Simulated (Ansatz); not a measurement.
F3HMoO2 (`[O]=[Mo]([OH])([F])([F])[F]`). Total charge 0; spin multiplicity 1. Mo: def2 effective core potential. The geometry is a stationary point of PBE0-D4/def2-TZVP. It is one conformer, not always the lowest.

```xyz
7

O    -1.089   -1.347   -0.055
Mo   -0.182    0.002   -0.292
O     0.919    0.250    1.169
F     1.261   -0.690   -1.219
F    -0.572    0.791   -1.916
F    -1.302    1.315    0.371
H     0.965   -0.321    1.943
```

Task: What is the dipole moment at PBE/def2-TZVPP? (Estimate.)

Result: Computed: 2.85 D, with components (0.90, -0.89, 2.56) D in this frame, pointing from negative to positive charge.

Task: And with r2SCAN, B3LYP, ωB97M-V? (An estimate is asked.)

Result: The calculation gave: r2SCAN 2.93 D, B3LYP 2.99 D, ωB97M-V 3.00 D.

Task: Give the Mulliken charges with PBE, ωB97M-V, r2SCAN in def2-TZVPP. (Estimate.)

Result: Ansatz gave: 
```tsv
atom	PBE	ωB97M-V	r2SCAN
O1	-0.38	-0.40	-0.43
Mo2	1.50	1.70	1.72
O3	-0.40	-0.44	-0.46
F4	-0.32	-0.36	-0.36
F5	-0.32	-0.36	-0.36
F6	-0.32	-0.36	-0.36
H7	0.23	0.22	0.25
```

B3LYP here is the variant with VWN-RPA as its local correlation; programs differ in this.
